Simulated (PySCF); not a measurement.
Electron correlation in Sb⁺ (antimony, charge +1)

[Kr] 4d10 5s1 5p2 6s1, high-spin 5P determinant (an excited configuration). Computed with PySCF 2.14 in x2c-QZVPPall with one added diffuse shell each of s, p, d, f type (14s10p8d5f1g, 128 functions), with the spin-free X2C one-electron Hamiltonian (Gaussian nucleus). Frozen: [Ar] 3d10; 22 electrons correlated.

MP2 pair energies summed by pair of shells (mhartree):

| pair | energy | share (%) |
| --- | --- | --- |
| 4d-4d | -331.03 | 51.5 |
| 4p-4d | -113.04 | 17.6 |
| 4d-5p | -46.69 | 7.3 |
| 4p-4p | -40.00 | 6.2 |
| 4s-4d | -30.42 | 4.7 |
| 4d-5s | -28.66 | 4.5 |
| 4s-4p | -16.16 | 2.5 |
| 4d-6s | -6.26 | 1.0 |
| 5p-6s | -5.83 | 0.9 |
| 4p-5p | -5.55 | 0.9 |
| 4p-5s | -4.77 | 0.7 |
| 5p-5p | -4.57 | 0.7 |
| 4s-4s | -3.52 | 0.5 |
| 5s-5p | -3.23 | 0.5 |
| 5s-6s | -1.42 | 0.2 |
| 4s-5p | -0.81 | 0.1 |
| 4p-6s | -0.67 | 0.1 |
| 4s-5s | -0.65 | 0.1 |
| 4s-6s | -0.09 | 0.0 |

Total MP2 correlation energy: -643.38 mhartree.

Same-spin part -237.84 and opposite-spin part -405.54 mhartree; SCS-MP2 scales them by 1/3 and 6/5 to -565.93 mhartree.

This basis was not built for core-valence correlation, so the inner-shell part is incomplete.
